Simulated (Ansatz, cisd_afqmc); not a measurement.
Species: AlNH$_{4}$, charge 0, singlet. AlNH4 (SMILES [NH2][AlH2]).
B3LYP-D3(BJ)/def2-TZVP minimum from Ansatz (a first-principles code):
```
Al
N 1 1.7703
H 2 1.0083 1 124.92
H 2 1.0083 3 110.17 1 180.00
H 1 1.5771 2 117.86 3 180.00
H 1 1.5771 5 124.27 2 180.00
```

Atomisation energy term by term, kcal/mol (programs: Ansatz, cisd_afqmc). Radicals and triplets start from unrestricted determinants; spin-orbit coupling is neglected. Cores are frozen in correlated methods. Rows without X2C or -DK are non-relativistic. AFQMC is phaseless with a CISD trial state; ± is one standard error, without the phaseless bias. Outlying blocks are dropped, and bars are widened where a walk drifts. Over all cases where full CI ran beside it in this data, AFQMC minus full CI had a median of +0.1 mEh and passed +0.4 mEh in a tenth of the cases. CBS(X,Y): correlation extrapolated as X^-3, Hartree-Fock from the larger set (Q,5: extrapolated as (X+1)exp(-9√X)). A bracket is a step between two methods taken in the basis named. '+ core + X2C': CCSD(T) terms for core correlation (cc-pwCVTZ, 1s frozen past Ne) and scalar relativity (cc-pVTZ-DK). Where a partner has so few electrons that a lower coupled-cluster level is exact, that level stands in.

```csv
term,basis,kcal/mol
Hartree-Fock,"CBS(cc-pV(Q+d)Z,cc-pV(5+d)Z)",301.55
CCSD correlation,"CBS(cc-pV(Q+d)Z,cc-pV(5+d)Z)",115.51
(T),"CBS(cc-pV(Q+d)Z,cc-pV(5+d)Z)",5.20
CCSDT(Q) - CCSD(T),cc-pV(T+d)Z,0.09
CCSDTQ - CCSDT(Q),cc-pV(D+d)Z,-0.04
core correlation,cc-pwCVTZ,0.00
scalar relativity,"X2C, cc-pVTZ-DK",-0.73
sum: De,,421.6
```

The step beyond CCSD(T) by other levels: CCSDTQ in cc-pV(D+d)Z 0.35; AFQMC/CISD in cc-pV(D+d)Z 0.25 ± 0.26; CCSDT(Q) in cc-pV(D+d)Z 0.38 kcal/mol.
